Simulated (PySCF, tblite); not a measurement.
One entry of a table of gas-phase calculations, keyed by method. Lists by class give the value and the number of equivalent atoms.

```json
{
 "formula": "C6H7F",
 "smiles": "C=C[C@@H]1C=C[C@H]1F",
 "charge": 0,
 "multiplicity": 1,
 "geometry_level": "GFN2-xTB",
 "electronic_structure_code": "PySCF",
 "results": {
  "GFN2-xTB geometry": {
   "point_group": "C1",
   "rotational_constants_GHz": [4.802, 1.958, 1.531]
  },
  "CAM-B3LYP/def2-SVPD ground state and vertical TDDFT (core frozen in the response)": {
   "dipole_D": 1.95,
   "homo_eV": -8.97,
   "lumo_eV": 0.62,
   "S1_eV": 6.6,
   "strongest_line_of_8_singlets_eV": 7.47,
   "T1_tda_eV": 4.35,
   "polarisability_au": 69.1,
   "r2_bohr2_about_centre_of_nuclear_charge": 789.5,
   "singlets_eV_and_f": [
    [6.6, 0.08],
    [6.87, 0.166],
    [7.16, 0.023],
    [7.47, 0.229],
    [7.56, 0.062],
    [7.64, 0.172],
    [7.87, 0.03],
    [7.91, 0.019]
   ],
   "triplets_tda_eV": [4.35, 4.42, 6.54]
  },
  "PBE0/pcSseg-1 ground state and GIAO shieldings, non-relativistic": {
   "shift_vs_computed_TMS_C_by_class_ppm": [
    [153.9, 1],
    [147.1, 1],
    [146.7, 1],
    [123.3, 1],
    [95.5, 1],
    [61.0, 1]
   ],
   "shift_vs_computed_TMS_H_by_class_ppm": [
    [6.62, 1],
    [6.49, 1],
    [5.95, 1],
    [5.61, 1],
    [5.38, 1],
    [5.11, 1],
    [3.46, 1]
   ],
   "shielding_other_nuclei_by_class_ppm": [
    ["F", 369.3, 1]
   ]
  },
  "GFN2-xTB harmonic vibrations, gas phase": {
   "strongest_ir_bands_cm-1_km_per_mol_modes": [
    [1045.7, 55.5, 1],
    [1292.1, 31.7, 1],
    [2932.1, 34.5, 1],
    [3055.2, 35.9, 1],
    [3128.0, 64.1, 2],
    [3147.9, 42.7, 1]
   ],
   "zpe_kcal_per_mol": 68.5
  }
 }
}
```

S1 lies 2.99 eV below the HOMO–LUMO gap; its leading configuration is HOMO→LUMO, weight 0.85. With B = h/(8π²I), that is 505.379 GHz u Å² over I, the principal moments of inertia are 105.2, 258.1 and 330.1 u Å² (most abundant isotopes); the inertial defect Ic − Ia − Ib is -33.2 u Å² (zero for a rigid planar frame, negative otherwise). The principal polarisabilities are 55.6, 62.0 and 89.7 au; their mean is the isotropic value.

For the TDDFT job (CAM-B3LYP/def2-SVPD), hardware: one thread, Arm Neoverse V1 (aarch64), no GPU, shared host. Cost: 40 s, 0.90 GiB resident at most.

Shape of the structure used: `[CH2:1]=[CH:2][C@@H:3]1[CH:4]=[CH:5][C@H:6]1[F:7]`: C1–C2–C3–C4 -133°.

One conformer stands for the species.
